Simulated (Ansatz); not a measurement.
```yaml
crystal:
  periodic: [false, false, false]
  atoms:
    - {symbol: O, position_ang: [1.487619, 1.691729, -1.443258]}
    - {symbol: Al, position_ang: [0.481946, 0.652759, -0.579519]}
    - {symbol: O, position_ang: [1.159354, -0.321349, 0.594210]}
    - {symbol: Si, position_ang: [2.106376, -1.117844, 1.644933]}
    - {symbol: O, position_ang: [-1.164406, 0.590976, -0.883935]}
    - {symbol: Si, position_ang: [-2.732403, 0.172478, -0.797456]}
    - {symbol: H, position_ang: [1.157763, 2.271899, -2.127077]}
    - {symbol: H, position_ang: [1.316284, -2.172526, 2.333076]}
    - {symbol: H, position_ang: [2.644488, -0.179199, 2.665229]}
    - {symbol: H, position_ang: [3.244199, -1.759068, 0.933727]}
    - {symbol: H, position_ang: [-3.190000, -0.330033, -2.119843]}
    - {symbol: H, position_ang: [-2.943120, -0.893000, 0.219216]}
    - {symbol: H, position_ang: [-3.547800, 1.358580, -0.424604]}
basis:
  gaussian: {orbitals: def2-mTZVP, final_grid: {core_spheres: 1, valence_spheres: 1, degree: 5}}
hamiltonian: {xc: {name: r2SCAN}}
output: {forces: true}
```

```sh
$ ansatz run in.yaml --threads 8 --pin off --events-out ev --progress --plain --max-ram 18278MiB
```

Shortened log:

```
Functional definition: r2SCAN
1423 factors; their error is unknown
mean field evaluation 1: about -28593.7033 eV, gradient 1.1e2 eV
mean field evaluation 2: about -28531.3738 eV, gradient 2.0e2 eV
mean field evaluation 4: about -28611.3893 eV, gradient 4.9e0 eV
mean field evaluation 16: about -28564.3041 eV, gradient 4.6e-2 eV
mean field -28564.30411074 eV, -1049.7188144890 hartree, gradient 8.5e-5 eV, S^2 0.000000; 0 other end points of the search recorded, 0 dependent functions left out
reference -28564.30423495 eV, -1049.7188190536 hartree; 36, 36 occupied and 123, 123 virtual orbitals, 1423 factors
Total energy: -28564.30423495 eV, -1049.7188190536 hartree
Atom 0 at     1.487619     1.691729    -1.443258 Å, force   -10.998960     2.370840    -5.211710 eV/Å
Atom 1 at     0.481946     0.652759    -0.579519 Å, force     3.662861     0.744726    -0.039558 eV/Å
Atom 2 at     1.159354    -0.321349     0.594210 Å, force     1.615780    -4.577698     5.257809 eV/Å
Atom 3 at     2.106376    -1.117844     1.644933 Å, force    -1.998650     6.235864    -5.859326 eV/Å
Atom 4 at    -1.164406     0.590976    -0.883935 Å, force     0.536540     1.405824    -1.345945 eV/Å
Atom 5 at    -2.732403     0.172478    -0.797456 Å, force     2.555843     1.281409    -0.357824 eV/Å
Atom 6 at     1.157763     2.271899    -2.127077 Å, force     3.685609    -6.836884     7.968629 eV/Å
Atom 7 at     1.316284    -2.172526     2.333076 Å, force    -0.055835    -0.306970     0.305890 eV/Å
Atom 8 at     2.644488    -0.179199     2.665229 Å, force    -0.948363    -1.377894    -1.583389 eV/Å
Atom 9 at     3.244199    -1.759068     0.933727 Å, force    -0.374615     0.855247     0.648967 eV/Å
Atom 10 at    -3.190000    -0.330033    -2.119843 Å, force     0.915326     1.131001     1.986124 eV/Å
Atom 11 at    -2.943120    -0.893000     0.219216 Å, force    -0.198185     0.942961    -1.018139 eV/Å
Atom 12 at    -3.547800     1.358580    -0.424604 Å, force     1.602649    -1.868429    -0.751528 eV/Å
Dipole moment:    -0.087897     0.251493    -0.234886 e Å
```

Q: Something in this input is off. What?

A: The integration grid is far too coarse. The calculation finished and met its thresholds. The result belongs to that input, not to the molecule as meant.
